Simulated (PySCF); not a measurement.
C3H8SSi.
SMILES with atom numbers: `[CH3:1][S:2][C@H:3]1[CH2:4][SiH2:5]1` (hydrogens: H6, H7, H8 on C1; H9 on C3; H10, H11 on C4; H12, H13 on Si5)

Structure used (GFN2-xTB), in Å, numbered top down from 1:
```xyz
13
C3H8SSi angstrom
C      2.2005    0.2350    0.4361
S      0.9634   -1.0595    0.7375
C     -0.2795   -0.5466   -0.4557
C     -1.7285   -0.8765   -0.0941
Si    -1.3750    0.9698   -0.1388
H      2.5320    0.1852   -0.5976
H      3.0337    0.0405    1.1035
H      1.7617    1.2068    0.6483
H      0.0266   -0.8106   -1.4621
H     -2.3053   -1.3656   -0.8674
H     -1.8598   -1.3599    0.8641
H     -1.2045    1.6604    1.1231
H     -1.7697    1.7216   -1.3145
```

Computed with TDDFT wB97X-D/def2-SVPD, vertical, gas phase, core orbitals frozen in the response in PySCF 2.14.0, density-fitted response routines.

Transition dipole moments from the ground state, in atomic units and in the frame of the coordinates above (overall signs are arbitrary), for the states with f of 0.002 or more among the lowest 8:

| state | E (hartree) | μx | μy | μz |
| --- | --- | --- | --- | --- |
| S1 | 0.1906 | -0.336 | 0.224 | -0.062 |
| S2 | 0.2033 | 0.344 | -0.713 | 0.073 |
| S3 | 0.2210 | -0.370 | 0.591 | 0.048 |
| S5 | 0.2419 | -0.269 | 0.004 | 0.292 |
| S6 | 0.2457 | 0.689 | -0.473 | 0.129 |
| S7 | 0.2536 | -0.040 | -0.568 | -0.018 |
| S8 | 0.2566 | 0.257 | -0.050 | 0.046 |

(1) Work out the oscillator strengths.

(2) Which bond between heavy atoms lies closest to the direction of the S6 transition dipole?

(3) What angle do the transition dipoles of S3 and S6 make?

(4) How is the summed strength of these states shared among x, y and z?

(5) What peak molar absorption coefficient would the strongest computed level give as a lone Gaussian band 0.4 eV wide at half height?

Results:

(1) f = (2/3) ΔE |μ|² with ΔE in hartree (27.2114 eV).

```tsv
state	|μ|² (au)	|μ| (D)	f
S1	0.167	1.04	0.021
S2	0.633	2.02	0.086
S3	0.488	1.78	0.072
S5	0.157	1.01	0.025
S6	0.716	2.15	0.117
S7	0.325	1.45	0.055
S8	0.071	0.68	0.012
```

(2) C3–Si5, at 27° from it; next S2–C3 at 34°.

(3) |cos θ| = |μa·μb| / (|μa| |μb|) = 0.89, so θ ≈ 27° (taken between 0 and 90°, since the signs are arbitrary).

(4) (2/3) Σ ΔE μα² gives 0.152 for x, 0.218 for y and 0.018 for z, 0.388 in all.

(5) ε(max) = 2.175×10⁸ f / FWHM, with the width in cm⁻¹. S6: 2.175×10⁸ × 0.1172 / 3226 ≈ 7900 L mol⁻¹ cm⁻¹.

One conformer stands for the species.

Without π bonds the low states may be Rydberg-like; a valence basis with one diffuse set may place them up to an eV too high.
